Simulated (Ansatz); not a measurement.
`C[CH](Cl)[GeH3]`, relaxed with RKS PBE-D4/def2-SVP in Ansatz 0.2.0 from a rough embedded geometry. The force threshold is 0.03 eV/Å; the program also tests the step.

Charge 0, multiplicity 1.

Start:

```xyz
11

C    -0.556    1.243    0.069
C    -0.674   -0.215    0.096
Cl   -1.633   -0.732   -1.276
Ge    1.037   -1.075   -0.030
H     0.033    1.628    0.988
H    -1.587    1.767    0.167
H    -0.089    1.641   -0.846
H    -1.210   -0.571    1.023
H     0.942   -2.551   -0.044
H     1.937   -0.573    1.188
H     1.799   -0.561   -1.334
```

Q: How much energy does the relaxation release, and in how many steps? (An estimate is asked.)

A: Ansatz gave: 31.65 kJ/mol, in 5 steps.

Q: Which bonds change most? (Best estimate.)

A: Ansatz gave: C2–Cl3 from 1.752 to 1.824 Å; C2–Ge4 from 1.919 to 1.989 Å; Ge4–H9 from 1.479 to 1.547 Å; C1–C2 from 1.463 to 1.521 Å.

Q: Give the relaxed structure. (Best estimate.)

A: Computed: 
```xyz
11

C    -0.598    1.328    0.100
C    -0.661   -0.192    0.101
Cl   -1.659   -0.783   -1.306
Ge    1.117   -1.075   -0.030
H    -0.030    1.684    0.986
H    -1.614    1.771    0.142
H    -0.094    1.712   -0.810
H    -1.181   -0.566    1.006
H     0.932   -2.612   -0.029
H     1.994   -0.651    1.183
H     1.796   -0.615   -1.344
```
